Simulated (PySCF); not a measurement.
Si(H)2(OMe)(PH2) (CH7OPSi), SMILES CO[SiH2]P.

Geometry: B3LYP-D3(BJ)/def2-SVP. One conformer was computed; it need not be the lowest.

Two levels are set side by side: TDA-PBE/def2-SVPD (PySCF) and TDA-CAM-B3LYP/def2-SVPD (PySCF). Vertical, same geometry. The lowest singlet is HOMO→LUMO 86 % with PBE and HOMO→LUMO+1 42 %, HOMO→LUMO+2 17 %, HOMO→LUMO 17 %, HOMO→LUMO+3 13 % with the other functional; states are paired by order. Differences are taken from unrounded values.

| quantity | TDA-CAM-B3LYP | TDA-PBE | TDA-PBE minus TDA-CAM-B3LYP |
|---|---|---|---|
| lowest singlet excitation (eV) | 6.34 | 5.68 | -0.66 |
| lowest triplet excitation (TDA) (eV) | 5.57 | 5.14 | -0.44 |
| first bright state (f over 0.05) (eV) | 7.18 | 6.49 | -0.69 |
| its oscillator strength | 0.29 | 0.06 | -0.23 |

Functionals without exact exchange tend to place singlet excitations lower, as here. Differences between two approximate levels are no errors against the true value.

Rough cost on one machine, each run with all the roots and properties that it gave: TDA-CAM-B3LYP against TDA-PBE about 4 times.
